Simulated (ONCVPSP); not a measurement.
# technetium, ONCV: configuration errors across variants

- Element: Tc (Z = 43)
- Generator: ONCVPSP 4.0.1
- Type: optimised norm-conserving Vanderbilt (ONCV)
- Functional: LDA (Perdew-Zunger)
- Relativity: scalar-relativistic
- Frozen core: [Ar] 3d10
- Valence charge: 15
- Reference configuration: 4s2 4p6 4d5.5 5s1.5
- Partial waves: 4s+5s: rc 1.85 bohr, ncon 4, nbas 9, qcut 5.3 1/bohr, 2 projectors; 4p: rc 1.30 bohr, ncon 4, nbas 9, qcut 6 1/bohr, 2 projectors, debl 0.5 Ha; 4d: rc 1.40 bohr, ncon 4, nbas 7, qcut 7.2 1/bohr, 2 projectors, debl 1.1 Ha
- Local potential: polynomial inside 0.90 bohr (lpopt 3, dvloc0 6 Ha)
- Core correction: none

In the p channel the program set the typed energies aside and used -1.614, 0.250 Ha.

All-electron excitation energies from the reference (eV): (1) 4s2 4p6 4d5 5s2 0.597; (2) 4s2 4p6 4d5 5s1 9.028; (3) 4s2 4p6 4d5 5s0 24.231; (4) 4s2 4p6 4d5 5s1.5 4.004.

Errors AE − PS in meV (a dash: test not solved or not reliable):

```tsv
change	(1)	(2)	(3)	(4)	bound ghosts	GHOST(+) flags above zero
base	+0.6	-0.2	-4.5	+0.4	none	s
all radii scaled by about 0.79 (s 1.46, p 1.02, d 1.10 bohr); local potential polynomial inside 0.70 bohr (lpopt 3, dvloc0 6 Ha)	+1.3	+0.4	-2.6	+1.0	none	s, d
all radii scaled by about 0.84 (s 1.56, p 1.10, d 1.18 bohr); local potential polynomial inside 0.76 bohr (lpopt 3, dvloc0 6 Ha)	+1.0	+0.1	-3.3	+0.7	none	s
all radii scaled by about 0.92 (s 1.70, p 1.20, d 1.28 bohr); local potential polynomial inside 0.82 bohr (lpopt 3, dvloc0 6 Ha)	+0.7	-0.1	-4.0	+0.5	none	s
all radii scaled by about 0.97 (s 1.78, p 1.26, d 1.36 bohr); local potential polynomial inside 0.88 bohr (lpopt 3, dvloc0 6 Ha)	+0.6	-0.2	-4.4	+0.4	none	s
all radii scaled by about 1.09 (s 2.02, p 1.42, d 1.54 bohr); local potential polynomial inside 0.98 bohr (lpopt 3, dvloc0 6 Ha)	+0.5	-0.3	-5.0	+0.4	none	none
all radii scaled by about 1.13 (s 2.08, p 1.46, d 1.58 bohr); local potential polynomial inside 1.02 bohr (lpopt 3, dvloc0 6 Ha)	+0.7	-0.2	-5.1	+0.4	none	none
all radii scaled by about 1.19 (s 2.20, p 1.54, d 1.66 bohr); local potential polynomial inside 1.08 bohr (lpopt 3, dvloc0 6 Ha)	+0.5	-0.3	-5.5	+0.4	none	none
all radii scaled by about 1.27 (s 2.34, p 1.64, d 1.78 bohr); local potential polynomial inside 1.14 bohr (lpopt 3, dvloc0 6 Ha)	+0.7	-0.1	-5.7	+0.6	none	none
```

Question: Give the same row for: all radii scaled by about 1.33 (s 2.46, p 1.72, d 1.86 bohr); local potential polynomial inside 1.20 bohr (lpopt 3, dvloc0 6 Ha).

Answer: +0.7, -0.4, -6.4, +0.4; bound ghosts: none; GHOST(+) flags above zero: none.
